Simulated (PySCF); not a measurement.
ECD: `InChI=1S/C4H4F2O2/c5-2(1-7)3-4(6)8-3/h1-4H/t2-,3-,4-/m0/s1`

Molfile (atoms numbered from 1):
```
C4H4F2O2
     RDKit          3D

 12 12  0  0  0  0  0  0  0  0999 V2000
   -2.5108   -0.1257    0.6936 O   0  0  0  0  0  0  0  0  0  0  0  0
   -1.9020    0.2041   -0.2752 C   0  0  0  0  0  0  0  0  0  0  0  0
   -0.4617    0.7015   -0.2619 C   0  0  2  0  0  0  0  0  0  0  0  0
   -0.2278    1.4272   -1.4059 F   0  0  0  0  0  0  0  0  0  0  0  0
    0.4973   -0.4815   -0.2607 C   0  0  2  0  0  0  0  0  0  0  0  0
    0.5544   -1.2781    0.8916 O   0  0  0  0  0  0  0  0  0  0  0  0
    1.6560   -0.5094    0.6383 C   0  0  2  0  0  0  0  0  0  0  0  0
    1.8551    0.5426    1.4594 F   0  0  0  0  0  0  0  0  0  0  0  0
   -2.3233    0.1721   -1.2966 H   0  0  0  0  0  0  0  0  0  0  0  0
   -0.2790    1.3563    0.5993 H   0  0  0  0  0  0  0  0  0  0  0  0
    0.5464   -1.0150   -1.2069 H   0  0  0  0  0  0  0  0  0  0  0  0
    2.5965   -0.9948    0.3990 H   0  0  0  0  0  0  0  0  0  0  0  0
  1  2  2  0
  2  3  1  0
  3  4  1  0
  3  5  1  0
  5  6  1  0
  6  7  1  0
  7  8  1  0
  7  5  1  0
  2  9  1  0
  3 10  1  1
  5 11  1  6
  7 12  1  6
M  END
```

The calculation used PySCF, TDDFT PBE0/def2-SVPD circular dichroism and optical rotation, one conformer, gas phase. Geometry: GFN2-xTB.

The molecule is flexible and this is one conformer; a measurement averages over conformers. States above about 8.0 eV (minus the energy of the highest occupied orbital) lie near or above the ionisation threshold and depend on the basis.

(1) What are the CIP labels of the stereocentres?

(2) Which excitations and rotatory strengths does the calculation give?

Answers

(1) C3 R, C5 S, C7 R.

(2) Rotatory strengths R in 10⁻⁴⁰ esu² cm², velocity form and length form (origin at the centre of mass); f in length form.
```csv
state,E (eV),λ (nm),f,R (velocity),R (length),main
1,4.12,301,0.001,+4.8,+5.5,HOMO→LUMO 0.97
2,6.46,192,0.002,+3.9,+3.9,HOMO−1→LUMO 0.98
3,7.07,175,0.083,-37.5,-37.6,HOMO−2→LUMO 0.93
4,7.53,165,0.008,+0.1,-0.3,HOMO→LUMO+2 0.89
5,7.79,159,0.012,+5.5,+4.7,"HOMO→LUMO+1 0.73, HOMO→LUMO+3 0.23"
6,7.98,155,0.033,+9.6,+9.7,HOMO−3→LUMO 0.85
7,8.04,154,0.010,+16.0,+17.0,"HOMO→LUMO+3 0.58, HOMO→LUMO+1 0.17"
8,8.29,150,0.042,-13.8,-13.6,"HOMO→LUMO+4 0.77, HOMO→LUMO+3 0.12"
9,8.57,145,0.0008,-5.2,-5.7,"HOMO−5→LUMO 0.77, HOMO−4→LUMO 0.09"
10,8.62,144,0.011,+17.2,+17.6,HOMO−1→LUMO+2 0.87
11,8.72,142,0.030,-20.6,-20.7,HOMO−1→LUMO+1 0.94
12,8.95,139,0.007,-5.8,-6.0,HOMO−4→LUMO 0.88
13,8.99,138,0.004,+2.4,+2.2,HOMO→LUMO+5 0.82
14,9.15,135,0.037,-24.6,-25.0,"HOMO→LUMO+6 0.58, HOMO−2→LUMO+2 0.11"
15,9.22,134,0.048,+30.1,+29.4,"HOMO−2→LUMO+2 0.35, HOMO→LUMO+6 0.21"
16,9.27,134,0.038,-7.7,-8.4,"HOMO→LUMO+7 0.46, HOMO−2→LUMO+2 0.21"
```

For state 4 the two forms differ in sign, so the sign of R isn't settled.

Among the states computed, the strongest CD band (largest |R|) is state 3. The largest dissymmetry factor in size, g = 4R/(D+G), with D and G the electric and magnetic dipole strengths, is -0.1 for state 9 (velocity form, f = 0.0007), among bands with |R| over 0.5. The mirror image has the same energies and oscillator strengths and all R with the opposite sign.
